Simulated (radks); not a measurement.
Q: Re I, 75 electrons, occupied as [Kr] 4d10 4f14 5s2 5p5.5 5d5 6s2 6d0.5 (fractional occupations, a model configuration). Calculated with a radial shooting solver on a logarithmic mesh with Libxc functionals: Dirac Kohn-Sham, LDA (Slater exchange, Perdew-Wang correlation), spin-unpolarised, spherical densities, finite nucleus; open shells are shared between the two j in proportion to 2j + 1; Fermi nuclear charge, rms radius 5.3698 fm.

Spin-orbit splittings of the eigenvalues, e(l+1/2) - e(l-1/2), with zeta = 2 splitting/(2l+1) and mean radii in bohr:

| shell | occ. | splitting (eV) | zeta (eV) | <r> j=l-1/2 | <r> j=l+1/2 |
|---|---|---|---|---|---|
| 2p | 6 | ? | ? | 0.06248 | 0.07055 |
| 3p | 6 | 312.2 | 208.1 | 0.1871 | 0.2020 |
| 3d | 10 | 67.84 | 27.13 | 0.1765 | 0.1811 |
| 4p | 6 | 73.08 | 48.72 | 0.4451 | 0.4788 |
| 4d | 10 | 13.51 | 5.402 | 0.4936 | 0.5050 |
| 4f | 14 | 2.520 | 0.7201 | 0.5749 | 0.5836 |
| 5p | 5.5 | 11.25 | 7.503 | 1.130 | 1.231 |
| 5d | 5 | 0.9845 | 0.3938 | 1.783 | 1.854 |
| 6p | 0 | 0.7790 | 0.5193 | 3.748 | 4.173 |
| 6d | 0.5 | 0.003746 | 0.001498 | 14.73 | 14.85 |

Estimate the 2p splitting.

A: 1438 eV (zeta = 958.7 eV).
